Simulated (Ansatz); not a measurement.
Born–Oppenheimer molecular dynamics of BrClH₄Sn (7 atoms, charge 0, multiplicity 1). It starts at the highest image of a converged band, a first-order saddle point between two minima.

Computed with RKS B3LYP/def2-SVP (Ansatz).

```yaml
ensemble: NVE (velocity Verlet)
time_step: 0.5 fs
steps_asked: 200
starting_velocities_drawn_for: 100 K
seed: 2567
```

First frame:

```xyz
7
Properties=species:S:1:pos:R:3
Sn -0.203 0.000 -0.147
Cl 0.013 0.000 2.600
H 1.515 0.000 0.012
H -0.678 1.480 -0.863
H -0.678 -1.480 -0.863
Br -2.812 0.000 1.148
H -1.439 0.000 2.310
```

How far do the bonds stretch over the last three quarters of this one trajectory? (Pairs bonded in most of those frames.)


```
   bond  mean (Å)  spread (Å)  shortest  longest
Sn1–Cl2     2.883       0.092      2.76     3.11
 Sn1–H3     1.719       0.012      1.69     1.74
 Sn1–H4     1.711       0.035      1.66     1.76
 Sn1–H5     1.718       0.017      1.69     1.75
Sn1–Br6     2.889       0.066      2.73     2.95
 Cl2–H7     1.381       0.047      1.30     1.45
```

Mean temperature of the second half: 308 K. The conserved energy stayed within 0.029 meV per atom of its start (net change 0.025 meV per atom), so the integration is sound. The kinetic energy rose, since the run started high on the potential surface and went downhill. It ends in pieces (BrH3Sn + ClH), so much of that is their flight and rotation, not heat. A run of 0.1 ps of so small a system gives no equilibrium averages. The orbitals stay closed-shell, which can raise the energy where a bond breaks towards radicals; this wasn't checked here.

The run took 8 min on 2 threads of Arm Neoverse V2, on a shared host, peak memory 0.23 GiB.
